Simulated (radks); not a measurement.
Results of a calculation; reference values are marked as such.
Mn5+, configuration [Ar] 3d2.

Level of theory: Dirac Kohn-Sham, LDA (Slater exchange, Perdew-Wang correlation), spin-unpolarised, spherical densities, finite nucleus; open shells fill j = l - 1/2 first; Fermi nuclear charge, rms radius 3.7057 fm (a radial shooting solver on a logarithmic mesh with Libxc functionals).

Energy parts (Ry):
total: -2299.09489
kinetic: 2327.99292
electron-nucleus: -5374.69564
Hartree: 842.16253
exchange-correlation: -94.55470

Orbitals (lengths in bohr, moments of r in powers of bohr; r(max) is where P^2 peaks):
orbital  occ.  eigenvalue (Ry)  <1/r>   r(max)      <r>       <r^4>  small-component weight
1s1/2       2        -477.5633  24.88  0.03994  0.06101  0.00006443                8.04e-03
2s1/2       2        -60.88571  5.311   0.2331   0.2799     0.01497                1.46e-03
2p1/2       2        -53.12163  5.260   0.1868   0.2454     0.01123                1.44e-03
2p3/2       4        -52.35774  5.174   0.1892   0.2483     0.01169                1.42e-03
3s1/2       2        -12.10671  1.728   0.7254   0.8222      0.9429                3.42e-04
3p1/2       2         -9.84024  1.625   0.7292   0.8470       1.156                3.11e-04
3p3/2       4         -9.73438  1.606   0.7357   0.8542       1.194                3.07e-04
3d3/2       2         -6.09208  1.381   0.6901   0.9049       1.930                2.33e-04
3d5/2       0         -6.07874  1.377   0.6919   0.9070       1.946                2.32e-04

The highest occupied level is 3d3/2 at -82.887 eV. The electron density at the nucleus is 1.31e+04 e/bohr^3. Summed over all electrons, <r^2> = 9.257 bohr^2, which gives a Langevin (diamagnetic) susceptibility term of -7.33 x 10^-6 cm^3/mol. The density falls to 0.001 e/bohr^3 at r = 2.34 bohr.
